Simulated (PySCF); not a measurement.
Isomers of C8H11FS, one GFN2-xTB conformer each. Single-point energies are computed at PBE0/pcSseg-1 (PySCF, gas phase, no added dispersion term), electronic only.

```csv
SMILES,GFN2-xTB relative energy (kcal/mol)
CCCc1c(C)csc1F,0.0
CC(=S)C1=C(F)CCCC1,3.1
```

Conformers: `[CH3:1][CH2:2][CH2:3][c:4]1[c:5]([CH3:6])[cH:7][s:8][c:9]1[F:10]` with C1–C2–C3–C4 180°, C2–C3–C4–C5 -89°; `[CH3:1][C:2](=[S:3])[C:4]1=[C:5]([F:6])[CH2:7][CH2:8][CH2:9][CH2:10]1` with C1–C2–C4–C5 -5°, C4–C5–C7–C8 14°, C5–C7–C8–C9 -45°, C7–C8–C9–C10 64°, C8–C9–C10–C4 -50°.

Question: What does PBE0/pcSseg-1 give for the same structures?

Answer: 
```tsv
SMILES	PBE0/pcSseg-1 E (Eh)	PBE0/pcSseg-1 (kcal/mol)	GFN2-xTB (kcal/mol)	point group
CCCc1c(C)csc1F	-808.82081	0.0	0.0	C1
CC(=S)C1=C(F)CCCC1	-808.81711	2.3	3.1	C1
```

Both levels put the same isomer lowest. As drawn, the lower has an aromatic ring, which the higher lacks; the higher has a C=S bond and a C=C bond outside aromatic rings, which the lower lacks. Neighbours under 2.5 kcal/mol apart (CCCc1c(C)csc1F and CC(=S)C1=C(F)CCCC1) can change places with a better method, another conformer or zero-point energy.

Question: Which frontier levels, dipoles and rotational constants go with these structures?

Answer: 
```
            SMILES  HOMO (eV, PBE0/pcSseg-1)  LUMO (eV)  dipole (D)       A, B, C (MHz)
    CCCc1c(C)csc1F                     -6.49      -0.15        2.03  1669, 816.1, 582.7
CC(=S)C1=C(F)CCCC1                     -6.09      -2.27        3.80  1744, 886.2, 606.3
```
